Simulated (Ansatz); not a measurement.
## Isomers

Structures of BSiH3F2, singlet, relaxed at PBE0-D4/def2-TZVP (vibrations not checked; lower isomers may exist, and structures with a doubtful reference or unclear bonds are left out). Program: Ansatz 0.2.0. Basis: def2-TZVPP. Cores are frozen in the correlated methods. B3LYP uses VWN-RPA correlation.

Question: Rank them by CCSD(T) energy, lowest first, and give each one's height above the lowest. Links in brackets join atoms within 1.22 times the sum of their covalent radii (1.1 for two metals). (An estimate is asked for; the value comes from the calculation.)
A.
BSiH₃F₂ ([BH2][SiH]([F])[F])
```
7
angstrom
B -0.7530 0.9609 -0.0678
Si 0.5008 -0.6093 0.0369
F 0.6233 -1.1603 1.5276
F -0.0208 -1.8311 -0.8441
H -1.3658 1.1899 -1.0669
H -0.8561 1.7258 0.8435
H 1.8715 -0.2759 -0.4293
```
B.
BSiH₃F₂ ([F][BH][SiH2][F])
```
7
angstrom
F 0.3565 2.0848 -0.2301
B -0.3250 0.9964 -0.5445
Si 0.1908 -0.7531 0.3639
F -0.7615 -1.9357 -0.1592
H -1.2057 1.1265 -1.3514
H 1.5969 -1.1283 0.0544
H 0.0357 -0.6615 1.8408
```
C.
a complex of BSiH₂F ([BH2][Si][F]) + HF
```
7
angstrom
B -0.7180 0.8966 -0.0022
Si 0.9848 -0.2024 0.1533
F 0.5181 -1.3647 1.2306
F 0.0802 -1.9191 -1.2421
H -1.4187 0.9057 -0.9751
H -0.9336 1.7511 0.8153
H -0.0768 -2.4640 -0.5050
```
D.
a complex of BSiH₂F ([BH][SiH][F]) + HF
```
7
angstrom
B -0.6684 1.4960 0.0669
Si 0.2798 -0.0311 -0.3976
F -0.1915 -1.4273 0.2782
F 0.5774 -3.7667 -0.8559
H -1.3968 2.4085 -0.1119
H 0.2267 -3.0794 -0.3426
H 1.7530 -0.0134 -0.4952
```

Answer: Computed: A (0.000 eV), B (0.099 eV), C (3.433 eV), D (4.146 eV). Heights count from the lowest.

Question: Do PBE-D4, r2SCAN-D4, PBE0-D4, B3LYP-D4, wB97M-V, HF, MP2 give the same order? (Judge from chemistry; the calculation decides.)

Answer: The calculation gives: Lowest first: PBE-D4 B < A < C < D. The others agree with CCSD(T).

No T1 diagnostic of these runs exceeds 0.015. The restricted Hartree–Fock reference is unstable towards an unrestricted one at one or more of these structures. A large double-excitation amplitude points to some diradical character; no triplet was computed.

For scale, one of the runs: CCSD(T)/def2-TZVPP, 177 basis functions, launched by `ansatz run in.yaml --threads 2 --pin off --events-out ev --progress --plain --max-ram 4352MiB`. Hardware: 2 CPU threads of an Arm Neoverse V2, shared host. Wall time 33 s; peak host memory 1.7 GiB.
